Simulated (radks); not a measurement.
Q: All-electron atom: Rh+ in [Kr] 4d8. Method: scalar-relativistic Kohn-Sham, SCAN, spin-polarised, spherical densities, finite nucleus; open shells are filled with parallel spins first (spin-orbit coupling, left out, can overturn this in heavy ions); meta-GGA in the generalised Kohn-Sham scheme; Fermi nuclear charge, rms radius 4.4945 fm; computed with a radial shooting solver on a logarithmic mesh with Libxc functionals. Some entries of the table are withheld. Estimate them.

orbital  occ.  eigenvalue (hartree)  <r^2> (bohr^2)  <r> (bohr)
1s up       1             -848.6512        0.001439     0.03263
1s down     1             -848.6511        0.001439     0.03263
2s up       1             -123.8047         0.02372      0.1418
2s down     1             -123.7921         0.02371      0.1418
2p up       3             -110.8572         0.01870      0.1237
2p down     3             -110.8472         0.01870      0.1237
3s up       1             -22.56869          0.1737      0.3896
3s down     1             -22.56363          0.1737      0.3897
3p up       3             -18.27191          0.1766      0.3899
3p down     3             -18.26529          0.1766      0.3899
3d up       5             -11.43724          0.1640      0.3704
3d down     5             -11.42507          0.1639      0.3704
4s up       1              -3.43293             (1)      0.9855
4s down     1              -3.36970             (2)      0.9832
4p up       3              -2.22428           1.350       1.085
4p down     3              -2.15728           1.347       1.084
4d up       5              -0.52879           2.825         (3)
4d down     3              -0.46583           2.981         (4)

A: 
(1) 4s up <r^2> (bohr^2): 1.100
(2) 4s down <r^2> (bohr^2): 1.095
(3) 4d up <r> (bohr): 1.523
(4) 4d down <r> (bohr): 1.556
